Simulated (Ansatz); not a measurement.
Several settings on one geometry of PbSe2⁻ (that of the charge -1 doublet, r2SCAN-D4/def2-TZVPD). Ansatz on 4 threads of Arm Neoverse V2 on a shared host; times are rough.

Cartesian coordinates in Å:
```
Pb -0.380 0.573 -0.285
Se -1.303 -1.741 -0.788
Se 1.683 1.168 1.073
```

Totals from different functionals, basis sets or treatments of relativity can't be compared as stabilities.

DK, ANO-RCC and x2c sets are all-electron and run with scalar relativity unless a key says otherwise. In the def2 sets Pb takes a core potential; there is no spin–orbit coupling. HSE06 is defined as in plane-wave codes, on full-range PBE exchange. Correlated methods freeze 22 core orbitals; core or outer-core shells of Pb, Se are correlated, in sets that lack core-valence functions.

Q: Give the basis size and estimate the energy, ⟨S²⟩ and time of these runs.

```
run                            method  charge    state                                                                                                                      further keys
  1  ROKS HSE06-D3(BJ)-ATM/def2-TZVPD      -1  doublet               point_charges: [{charge: 0.50, position_ang: [5.790, -0.375, 0.867]}]; scf: {lower_state_search: off}; forces asked
  2            UKS PBE0-DH/def2-mTZVP      -1  doublet  point_charges: [{charge: 1.00, position_ang: [6.586, -0.739, 0.113]}]; scf: {omitted_lower_state_checks: [starts]}; forces asked
  3             UKS ωB97/ANO-RCC-VTZP      -1  doublet                                                                                                                                 –
```

A: 
| run | functions | energy (Eh) | ⟨S²⟩ | wall time |
| --- | --- | --- | --- | --- |
| 1 | 170 | -4995.6196 | – | 5.5 s |
| 2 | 108 | -4995.3059 | 0.77 | 11 s |
| 3 | 179 | -25753.2710 | 0.78 | 92 s |

The highest occupied level of an anion often lies above zero with these methods, and sets without diffuse functions describe the outer electron poorly.
